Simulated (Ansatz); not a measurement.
Consider the ligand exchange at a P–Se bond: `C[Se]P` + CH₃SH → `CSP` + `C[SeH]`.

Program: Ansatz. Geometries: PBE0-D4/def2-TZVP. ΔE: electronic, gas phase. CBS: MP2 limit from def2 TZ/QZ plus the TZ coupled-cluster correction, frozen cores. This one scheme is used for every species. Functionals use def2-TZVPP. HSE06 is defined as in plane-wave codes. For Se outer-core shells are correlated without core-valence functions, which leaves a few kJ/mol of doubt a bond. Scalar relativity is left out up to krypton. Each species was taken in one conformer, which may not be the lowest.

```json
{"level": "HSE06-D4", "ΔE (kcal/mol)": "2.8", "difference from CCSD(T)/CBS": "-0.2"}
{"level": "BHLYP-D4", "ΔE (kcal/mol)": "3.1", "difference from CCSD(T)/CBS": "0.1"}
{"level": "ωB97M-V", "ΔE (kcal/mol)": "2.6", "difference from CCSD(T)/CBS": "-0.4"}
{"level": "PBE-QIDH", "ΔE (kcal/mol)": "2.9", "difference from CCSD(T)/CBS": "-0.1"}
{"level": "revPBE", "ΔE (kcal/mol)": "2.8", "difference from CCSD(T)/CBS": "-0.2"}
{"level": "BLYP", "ΔE (kcal/mol)": "2.9", "difference from CCSD(T)/CBS": "-0.1"}
{"level": "PBE0", "ΔE (kcal/mol)": "2.8", "difference from CCSD(T)/CBS": "-0.2"}
{"level": "CAM-B3LYP", "ΔE (kcal/mol)": "2.6", "difference from CCSD(T)/CBS": "-0.4"}
{"level": "MP2/def2-TZVPP", "ΔE (kcal/mol)": "3.1", "difference from CCSD(T)/CBS": "0.1"}
{"level": "SCS-MP2/def2-QZVPP", "ΔE (kcal/mol)": "3.0", "difference from CCSD(T)/CBS": "0.0"}
{"level": "CCSD(T)/CBS", "ΔE (kcal/mol)": "3.0", "difference from CCSD(T)/CBS": "0"}
```

Largest T1 diagnostic among the species: 0.012.

Leaving LDA and LC-ωPBE aside and taking each functional with its dispersion term where it has one, the values, not all of them listed here, spread over 1.1 kcal/mol, from B97M-V to BHLYP-D4.
